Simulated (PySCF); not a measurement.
TeBrI, SMILES [Te](Br)I. Geometry: B3LYP-D3(BJ)/def2-SVP. The def2 effective core potentials stand for the cores of I, Te; spin–orbit coupling is left out.

### Question
Give the equilibrium geometry at B3LYP-D3(BJ)/def2-SVP (PySCF confirms it by a frequency run) as a Z-matrix, and its point group. (The exact figures need the calculation; the answer reports its results.)

### Answer
point group Cs.
```
Te
Br 1 2.5394
I 1 2.7353 2 101.39
```
